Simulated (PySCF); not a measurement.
## Levels of P²⁺ from EOM-EA-GCCSD

Reference: closed-shell P³⁺, [Ne] 3s2; one electron is added. Calculated with PySCF 2.14, two-component X2C-1e with screened spin-orbit coupling, an even-tempered Gaussian basis (21 s from 0.02 bohr⁻², ratio 2.6; 14 p from 0.025 bohr⁻², ratio 2.6; 8 d from 0.026 bohr⁻², ratio 2.8; 5 f from 1 bohr⁻², ratio 2.8); frozen 1s2; the 52 highest virtual spinors dropped; of the others 74 kept and the rest restored at second order. No Breit or QED terms. Binding energies in eV.

```tsv
level	Koopmans	second order	EOM-CCSD
3p1/2	29.245	30.200	30.145
3p3/2	29.171	30.123	30.071
3d3/2	15.915	17.277	14.869
3d5/2	15.915	17.277	14.864
4s1/2	15.115	15.571	15.570
```

In EOM-CCSD the overlap with the one-orbital guess is low for 3d3/2 (weight 0.66), 3d5/2 (weight 0.68). That can mean mixing with two-particle, one-hole states, where second order and EOM-CCSD lose accuracy, or only a rotation among the degenerate components of the shell; the terms of those configurations are not listed.

For comparison, the ionisation energy of P²⁺ is 30.203 eV (measured; NIST Atomic Spectra Database, ionization energies).

Only part of the computed levels is shown.

The screened spin-orbit operator tends to give fine-structure splittings of light species too large.

The highest levels are limited by the diffuse functions of the basis.
